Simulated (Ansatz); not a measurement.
Coupled-cluster run, CH3F2OSc (`C[O][Sc]([F])[F]`).

```yaml
crystal:
  periodic: [false, false, false]
  atoms:
    - {symbol: C, position_ang: [-0.838143, -0.563263, 1.073114]}
    - {symbol: O, position_ang: [-0.043968, -0.042305, 0.059931]}
    - {symbol: Sc, position_ang: [1.005220, 0.671059, -1.282796]}
    - {symbol: F, position_ang: [1.161649, -0.206192, -2.905787]}
    - {symbol: F, position_ang: [1.890799, 2.275091, -1.017191]}
    - {symbol: H, position_ang: [-1.171408, 0.227127, 1.755086]}
    - {symbol: H, position_ang: [-1.723858, -1.058542, 0.659477]}
    - {symbol: H, position_ang: [-0.280280, -1.302974, 1.658176]}
basis:
  gaussian: {orbitals: def2-SVP}
correlation: {method: ccsd_t}
```

```sh
$ ansatz run in.yaml --threads 4 --pin off --events-out ev --progress --plain --max-ram 10444MiB
```

The program prints (abridged):

```
Functional definition: HF
1029 factors; integrals over basis functions are off by at most 1.1e-3 eV
mean field evaluation 1: about -29191.6968 eV, gradient 5.7e1 eV
mean field evaluation 2: about -29191.7901 eV, gradient 5.7e1 eV
mean field evaluation 4: about -29197.9665 eV, gradient 2.4e0 eV
mean field evaluation 8: about -29198.0175 eV, gradient 3.0e-1 eV
mean field -29198.01778246 eV, -1073.0073623780 hartree, gradient 2.1e-6 eV, S^2 0.000000; 0 other end points of the search recorded, 0 dependent functions left out
9 core orbitals not correlated: weight in the atoms' cores, before any rotation towards them, 1.000 or more for the frozen orbitals, at most 0.000 for the correlated occupied ones
reference -29198.01778246 eV, -1073.0073623780 hartree; 19, 19 occupied and 74, 74 virtual orbitals, 1029 factors
second order -25.04027869 eV of doubles, -0.00000000 eV of singles
cycle   1  -25.04674676 eV  change   -6.5e-3 eV  update   1.5e-1
cycle   2  -25.63858952 eV  change   -5.9e-1 eV  update   5.8e-2
cycle   3  -25.83078947 eV  change   -1.9e-1 eV  update   2.7e-2
cycle   4  -25.83566312 eV  change   -4.9e-3 eV  update   7.0e-3
cycle   5  -25.82408943 eV  change    1.2e-2 eV  update   2.5e-3
cycle   6  -25.82368875 eV  change    4.0e-4 eV  update   8.6e-4
cycle   7  -25.82381131 eV  change   -1.2e-4 eV  update   3.0e-4
cycle   8  -25.82368796 eV  change    1.2e-4 eV  update   1.1e-4
cycle   9  -25.82370710 eV  change   -1.9e-5 eV  update   3.7e-5
perturbative correction -0.58309153 eV, -0.0214282186 hartree
Total energy: -29224.42458109 eV, -1073.9777943286 hartree
```

It took 6.5 s on 4 threads of an Arm Neoverse V1 on a shared host, with 0.5 GiB of host memory at the peak.

Correlation energy per correlated electron: -0.695 eV. T1 diagnostic: 0.0160.
